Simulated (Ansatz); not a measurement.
Two isomers of C2H9AlOSi: A = `[CH3][AlH][O][SiH2]C`, B = `C[C](O)([AlH2])[SiH3]`.

Computed with Ansatz on PBE0-D4/def2-TZVP structures; ΔE is electronic, products minus reactants. CCSD(T)/CBS is the MP2 limit (def2-TZVPP, def2-QZVPP) plus CCSD(T) − MP2 in def2-TZVPP, frozen cores. Functionals use def2-TZVPP. B3LYP here is the variant with VWN-RPA as its local correlation; programs differ in this. Each species was taken in one conformer, which may not be the lowest.

**Question.** Which isomer does CCSD(T)/CBS put lower? Give the gap. (Estimate.)

**Answer.** The calculation gave: A, by 103.0 kcal/mol.

**Question.** Give E(B) − E(A) in kcal/mol with B3LYP-D4, PBE-D4, PBE0-D4, HF/def2-TZVPP, B2PLYP, MP2/def2-TZVPP, CCSD/def2-TZVPP. (Best estimate.)

**Answer.** Computed: B3LYP-D4 102.0, PBE-D4 95.1, PBE0-D4 98.6, HF/def2-TZVPP 110.0, B2PLYP 105.0, MP2/def2-TZVPP 105.3, CCSD/def2-TZVPP 103.9. None reverses the order clearly.

Largest T1 diagnostic: 0.012.

In def2-TZVPP, CCSD(T) changes the Hartree–Fock value by −7.7 kcal/mol (the triples alone add −1.6 kcal/mol) and MP2 by −4.7 kcal/mol. From PBE to PBE0 (25 % exact exchange), in def2-TZVPP and without D4, E(B) − E(A) moves by +3.3 kcal/mol.
